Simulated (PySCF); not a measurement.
Te(F)(Me) (CH3FTe), SMILES C[Te]F. Atoms are numbered in the order given.

```xyz
6

Te     0.3474     0.1234     0.0000
F     -1.3018     1.1592     0.0000
C     -0.6584    -1.7665     0.0000
H      0.1308    -2.5320     0.0000
H     -1.2653    -1.8593    -0.9061
H     -1.2653    -1.8593     0.9061
```

Geometry: PBE-D3(BJ)/def2-TZVP. The def2 effective core potentials stand for the cores of Te; spin–orbit coupling is left out.

Calculation: CAM-B3LYP/def2-TZVPD in PySCF.

Isolated molecule, no solvent.

```yaml
total_energy: -407.78621 hartree
point_group: Cs
highest_occupied_level: -7.54 eV
lowest_empty_level: -1.23 eV
orbital_gap: 6.31 eV
dipole_moment: 0.595 e·Å
quadrupole, principal values (traceless, Buckingham form, about the centre of nuclear charge): -2.76, -2.50, 5.26 D·Å
mean_static_polarisability: 54.5 bohr³ (8.07 Å³)
polarisability_principal_values: 49.8, 49.9, 63.7 bohr³
```
